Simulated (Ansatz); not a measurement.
Isolated molecules relaxed with PBE0-D4/def2-TZVP in Ansatz; ΔE leaves out vibrations. CBS: MP2 limit from def2 TZ/QZ plus the TZ coupled-cluster correction, frozen cores. This one scheme is used for every species. DFT in def2-TZVPP. Elements past krypton have def2 core potentials. For W outer-core shells are correlated without core-valence functions, which leaves a few kJ/mol of doubt a bond. Each species was taken in one conformer, which may not be the lowest.

`[CH3][W]([NH2])(=[O])=[O]` + H₂O → `[NH2][W](=[O])(=[O])[OH]` + CH₄  (formal hydrolysis of a W–C bond)

```tsv
level	ΔE (kJ/mol)
revPBE-D4	-108.3
BHLYP-D4	-112.3
PBE-QIDH	-105.6
CCSD(T)/def2-SVP	-113.1
```

Q: What does CCSD(T)/CBS give? (Estimate.)

A: The calculation gave: -99.2 kJ/mol. The listed levels differ from it by -9.1, -13.1, -6.4, -13.9 kJ/mol.

Largest T1 diagnostic among the species: 0.022, so the coupled-cluster value is less sure than usual.

From r2SCAN to r2SCAN0 (25 % exact exchange), in def2-TZVPP and without D4, ΔE moves by +4.8 kJ/mol. At CCSD(T), def2-SVP lies −13.9 kJ/mol from the extrapolated value and def2-TZVPP −2.3 kJ/mol. Leaving LDA and LC-ωPBE aside and taking each functional with its dispersion term where it has one, the values, not all of them listed here, spread over 14.0 kJ/mol, from B97M-V to HSE06-D4.
